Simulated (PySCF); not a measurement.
PySCF job for C3H3, SMILES C#C[CH2] (connectivity only; charge and spin as stated), charge +1, multiplicity 1, TDDFT-B3LYP/def2-SVPD. Coordinates come from a PBE0-D3(BJ)/def2-TZVP optimisation. The multiplicity is an assumed one; other spin states were not compared. The isomer is the one that the SMILES or the coordinates give; other isomers of the formula were not compared.

```python
import numpy as np
from pyscf import gto, scf, dft, tdscf

mol = gto.M(
    atom='''
    C     0.00000000    0.00000000   -1.32801600
    C    -0.00000000   -0.00000000   -0.10399228
    C    -0.00000000    0.00000000    1.23569288
    H     0.00000000   -0.00000000   -2.40401824
    H     0.00000000   -0.93872460    1.79095532
    H     0.00000000    0.93872460    1.79095532
    ''',
    basis='def2-SVPD',
    charge=1,
    spin=0,
    symmetry=True,
    max_memory=1600,
    verbose=4,
)
mf = dft.RKS(mol, xc='b3lyp').density_fit(auxbasis='def2-universal-jkfit')
mf.grids.level = 3
mf.conv_tol = 1e-9
mf.max_cycle = 100
mf.kernel()
mf.grids = dft.Grids(mol).set(level=1).build(with_non0tab=True)  # coarser grid for the response kernel
td = tdscf.TDDFT(mf)
td.singlet = True
td.nstates = 10
td.conv_tol = 1e-4
td.positive_eig_threshold = 1e-6
td.kernel(x0=td.get_init_guess(mf, 15))
td.analyze()
tt = tdscf.TDA(mf)
tt.singlet = False
tt.nstates = 4
tt.conv_tol = 1e-4
tt.positive_eig_threshold = 1e-6
tt.kernel(x0=tt.get_init_guess(mf, 9))
tt.analyze(verbose=3)
```

Log of the run:

```
PySCF version 2.14.0

[INPUT] verbose = 4
[INPUT] num. atoms = 6
[INPUT] num. electrons = 20
[INPUT] charge = 1
[INPUT] spin (= nelec alpha-beta = 2S) = 0
[INPUT] symmetry True subgroup None
[INPUT] Mole.unit = angstrom
[INPUT] Symbol           X                Y                Z      unit          X                Y                Z       unit  Magmom
[INPUT]  1 C      0.000000000000   0.000000000000  -1.328016000000 AA    0.000000000000   0.000000000000  -2.509586529040 Bohr   0.0
[INPUT]  2 C      0.000000000000   0.000000000000  -0.103992280000 AA    0.000000000000   0.000000000000  -0.196516928269 Bohr   0.0
[INPUT]  3 C      0.000000000000   0.000000000000   1.235692880000 AA    0.000000000000   0.000000000000   2.335121117275 Bohr   0.0
[INPUT]  4 H      0.000000000000   0.000000000000  -2.404018240000 AA    0.000000000000   0.000000000000  -4.542936072059 Bohr   0.0
[INPUT]  5 H      0.000000000000  -0.938724600000   1.790955320000 AA    0.000000000000  -1.773932400392   3.384415056133 Bohr   0.0
[INPUT]  6 H      0.000000000000   0.938724600000   1.790955320000 AA    0.000000000000   1.773932400392   3.384415056133 Bohr   0.0

nuclear repulsion = 53.7209406332926
point group symmetry = C2v
symmetry origin: [ 0.00000000e+00  0.00000000e+00 -4.22942105e-17]
symmetry axis x: [1. 0. 0.]
symmetry axis y: [0. 1. 0.]
symmetry axis z: [0. 0. 1.]
num. orbitals of irrep A1 = 40
num. orbitals of irrep A2 = 8
num. orbitals of irrep B1 = 16
num. orbitals of irrep B2 = 20
number of shells = 36
number of NR pGTOs = 120
number of NR cGTOs = 84
basis = def2-SVPD
ecp = {}


[settings echo left out]
init E= -116.168159788121
HOMO (B2) = -0.322034008942296  LUMO (B1) = -0.211471218197137  gap/eV = 3.00857
cycle= 1 E= -115.588941063663  delta_E= 0.579  |g|= 0.23  |ddm|= 7.58
HOMO (B2) = -0.552260130796565  LUMO (B1) = -0.441876285365306  gap/eV = 3.00370
cycle= 2 E= -115.563365678011  delta_E= 0.0256  |g|= 0.387  |ddm|= 1.69
HOMO (B2) = -0.573543931399916  LUMO (B1) = -0.424582657163767  gap/eV = 4.05344
cycle= 3 E= -115.600818054109  delta_E= -0.0375  |g|= 0.117  |ddm|= 0.457
HOMO (B2) = -0.56254392862681  LUMO (B1) = -0.418423185089912  gap/eV = 3.92173
cycle= 4 E= -115.604235761053  delta_E= -0.00342  |g|= 0.0523  |ddm|= 0.164
HOMO (B2) = -0.559001018123762  LUMO (B1) = -0.41491152327854  gap/eV = 3.92087
cycle= 5 E= -115.60494810974  delta_E= -0.000712  |g|= 0.00837  |ddm|= 0.0691
HOMO (B2) = -0.560878949432426  LUMO (B1) = -0.416174796511252  gap/eV = 3.93760
cycle= 6 E= -115.604968876448  delta_E= -2.08e-05  |g|= 0.00101  |ddm|= 0.0165
HOMO (B2) = -0.560668901643343  LUMO (B1) = -0.415932228952076  gap/eV = 3.93849
cycle= 7 E= -115.60496920147  delta_E= -3.25e-07  |g|= 0.000149  |ddm|= 0.00368
HOMO (B2) = -0.560700904924055  LUMO (B1) = -0.415949421165999  gap/eV = 3.93889
cycle= 8 E= -115.604969210001  delta_E= -8.53e-09  |g|= 4.91e-05  |ddm|= 0.000604
HOMO (B2) = -0.560702930839965  LUMO (B1) = -0.415945341239725  gap/eV = 3.93905
cycle= 9 E= -115.604969210925  delta_E= -9.24e-10  |g|= 4.13e-06  |ddm|= 0.000145
HOMO (B2) = -0.560702710587987  LUMO (B1) = -0.415944572480656  gap/eV = 3.93907
Extra cycle  E= -115.604969210928  delta_E= -2.73e-12  |g|= 3.02e-06  |ddm|= 2.93e-05
converged SCF energy = -115.604969210928
tot grids = 22960
Overwritten attributes  positive_eig_threshold  of <class 'pyscf.tdscf.rks.TDDFT'>


******** <class 'pyscf.tdscf.rks.TDDFT'> for <class 'pyscf.df.df_jk.DFSymAdaptedRKS'> ********
nstates = 10 singlet
deg_eia_thresh = 1.000e-03
wfnsym = None
conv_tol = 0.0001
eigh lindep = 1e-12
eigh level_shift = 0
eigh max_cycle = 100


Excitation energies (eV)
[ 2.25891228  5.40480007  7.02853782  7.83018126  8.32505445  8.5978969
  9.05428899  9.32776754  9.78732148 10.70660546]

** Singlet excitation energies and oscillator strengths **
Excited State   1:   A2      2.25891 eV    548.87 nm  f=0.0000
      10 -> 11        0.70695
Excited State   2:   A1      5.40480 eV    229.40 nm  f=0.1237
       9 -> 11        0.65731
      10 -> 12       -0.26653
Excited State   3:   A2      7.02854 eV    176.40 nm  f=0.0000
       8 -> 11       -0.70364
Excited State   4:   B1      7.83018 eV    158.34 nm  f=0.0100
       7 -> 11        0.70396
Excited State   5:   A2      8.32505 eV    148.93 nm  f=0.0000
       9 -> 12       -0.66705
      10 -> 13        0.22811
Excited State   6:   A2      8.59790 eV    144.20 nm  f=0.0000
       9 -> 12       -0.23104
      10 -> 13       -0.66551
Excited State   7:   A1      9.05429 eV    136.93 nm  f=0.8014
       9 -> 11       -0.26927
       9 -> 13        0.29226
      10 -> 12       -0.58345
Excited State   8:   B1      9.32777 eV    132.92 nm  f=0.0008
       6 -> 11        0.70230
Excited State   9:   B2      9.78732 eV    126.68 nm  f=0.0140
      10 -> 14       -0.70349
Excited State  10:   B2     10.70661 eV    115.80 nm  f=0.0000
      10 -> 15        0.69398
      10 -> 16       -0.10958

** Transition electric dipole moments (AU) **
state          X           Y           Z        Dip. S.      Osc.
  1         0.0000      0.0000      0.0000      0.0000      0.0000
  2         0.0000      0.0000      0.9664      0.9338      0.1237
  3         0.0000      0.0000      0.0000      0.0000      0.0000
  4         0.2288      0.0000     -0.0000      0.0524      0.0100
  5        -0.0000     -0.0000     -0.0000      0.0000      0.0000
  6         0.0000     -0.0000     -0.0000      0.0000      0.0000
  7        -0.0000      0.0000     -1.9007      3.6128      0.8014
  8         0.0602     -0.0000      0.0000      0.0036      0.0008
  9         0.0000     -0.2417      0.0000      0.0584      0.0140
 10        -0.0000      0.0076      0.0000      0.0001      0.0000

** Transition velocity dipole moments (imaginary part, AU) **
state          X           Y           Z        Dip. S.      Osc.
  1         0.0000     -0.0000      0.0000      0.0000      0.0000
  2         0.0000      0.0000      0.1910      0.0365      0.1224
  3         0.0000     -0.0000      0.0000      0.0000      0.0000
  4         0.0722      0.0000      0.0000      0.0052      0.0121
  5        -0.0000      0.0000     -0.0000      0.0000      0.0000
  6        -0.0000      0.0000     -0.0000      0.0000      0.0000
  7        -0.0000      0.0000     -0.6247      0.3903      0.7819
  8         0.0216     -0.0000     -0.0000      0.0005      0.0009
  9         0.0000     -0.0968     -0.0000      0.0094      0.0174
 10        -0.0000      0.0104     -0.0000      0.0001      0.0002

** Transition magnetic dipole moments (imaginary part, AU) **
state          X           Y           Z
  1         0.0000      0.0000     -1.0429
  2         0.0000     -0.0000     -0.0000
  3         0.0000      0.0000     -0.8917
  4         0.0000     -0.5797     -0.0000
  5        -0.0000      0.0000      0.1649
  6        -0.0000     -0.0000     -0.1554
  7        -0.0000     -0.0000     -0.0000
  8         0.0000      1.7786      0.0000
  9         0.9019     -0.0000     -0.0000
 10        -0.0129      0.0000      0.0000
Overwritten attributes  positive_eig_threshold  of <class 'pyscf.tdscf.rks.TDA'>


******** <class 'pyscf.tdscf.rks.TDA'> for <class 'pyscf.df.df_jk.DFSymAdaptedRKS'> ********
nstates = 4 triplet
deg_eia_thresh = 1.000e-03
wfnsym = None
conv_tol = 0.0001
eigh lindep = 1e-12
eigh level_shift = 0
eigh max_cycle = 100


Excitation energies (eV)
[1.80722446 2.72495373 5.64004983 6.3391171 ]

** Triplet excitation energies and oscillator strengths **
Excited State   1:   A2      1.80722 eV    686.05 nm  f=0.0000
Excited State   2:   A1      2.72495 eV    455.00 nm  f=0.0000
Excited State   3:   A1      5.64005 eV    219.83 nm  f=0.0000
Excited State   4:   A2      6.33912 eV    195.59 nm  f=0.0000
```

The run converged.
